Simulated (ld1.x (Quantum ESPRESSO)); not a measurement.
cerium: variants of one TM potential

Base potential:

Ce, norm-conserving Troullier–Martins (Kleinman–Bylander form), made with ld1.x (Quantum ESPRESSO) 7.5 (BP86, non-relativistic). Core [Kr] 4d10 5s2, reference 4f1 5p6 5d1 6s1 6p0 (charge +1). Waves: 6s (bound): rc 2.70 bohr; 5p (bound): rc 3.10 bohr; 4f (bound): rc 1.10 bohr; 5d (bound): rc 2.15 bohr. Local part: the d channel. Core correction: a·sin(br)/r model core inside 0.55 bohr.

Cutoffs, loose and tight: the cutoffs (Ry, on a coarse ladder) from which the occupation-weighted sum of valence levels, in a spherical-Bessel basis at the reference potential, stays within 10 and 1 mRy of its value at 400 Ry. They do not see the model core or the augmentation charge, which bear on the density cutoff. Test errors are all-electron minus pseudo excitation energies from the reference, over the configurations 4f1 5p6 5d1 6s2 6p0; 4f1 5p6 5d1 6s0 6p0; 4f1 5p6 5d0 6s0 6p0; 4f1 5p5 5d1 6s2 6p0; 4f2 5p6 5d1 6s0 6p0; 4f0 5p6 5d2 6s2 6p0; 4f1 5p6 5d1 6s1.5 6p0. A dash means not determined; rows that change the core or the reference have their own tests. The largest error is taken over the tests solved by every variant that gives reliable tests at all: 4f1 5p6 5d1 6s0 6p0; 4f1 5p6 5d1 6s1.5 6p0; 4f1 5p6 5d1 6s2 6p0.

A true bound ghost makes a file unfit for plane-wave use even where its test errors are small: the radial tests pick states by their node count and pass the ghost by. Where a test does run into it, the solver fails or the error is huge.

| change | outcome | cutoff, loose | cutoff, tight | bound ghosts | largest test error (meV) |
| --- | --- | --- | --- | --- | --- |
| base | generated | 230 Ry | 260 Ry | s | -12 |
| wave 6s (bound): rc 2.70 bohr becomes 6s (bound): rc 2.26 bohr | generated | 230 Ry | 260 Ry | s | -52 |
| wave 4f (bound): rc 1.10 bohr becomes 4f (bound): rc 1.38 bohr | generated | 160 Ry | 200 Ry | s | -12 |
| wave 5p (bound): rc 3.10 bohr becomes 5p (bound): rc 2.38 bohr | generated | 230 Ry | 260 Ry | s | -12 |
| local potential all-electron potential smoothed inside 1.50 bohr (lloc = -1) | generated | 230 Ry | 260 Ry | s | -8.1 |
| core correction a·sin(br)/r model core inside 1.26 bohr | generated | 230 Ry | 260 Ry | s | -11 |
| scalar-relativistic | generated | 230 Ry | 260 Ry | s | -8.7 |
| type TM semilocal; local potential the p channel | generated | 230 Ry | 260 Ry | s | +16 |

(1) What comes out with this change to the base: core [Xe] 4f1, valence charge 3; reference 5d1 6s1.75 6p0.25; waves now 6s (bound): rc 3.30 bohr; 6p (bound): rc 3.65 bohr; 5d (bound): rc 2.80 bohr; local potential all-electron potential smoothed inside 2.45 bohr (lloc = -1); core correction Bessel-smoothed model core inside 1.85 bohr?

(2) What comes out with this change to the base: wave 5d (bound): rc 2.15 bohr becomes 5d (bound): rc 2.98 bohr?

(3) What comes out with this change to the base: reference 4f1 5p6 5d1 6s2 6p0?

## Answers

(1) outcome: generated; cutoff, loose: 10 Ry; cutoff, tight: 15 Ry; bound ghosts: s, p; largest test error (meV): -141.

(2) outcome: generated; cutoff, loose: 230 Ry; cutoff, tight: 260 Ry; bound ghosts: p, s; largest test error (meV): +8.2.

(3) outcome: generated; cutoff, loose: 230 Ry; cutoff, tight: 260 Ry; bound ghosts: s; largest test error (meV): -801.
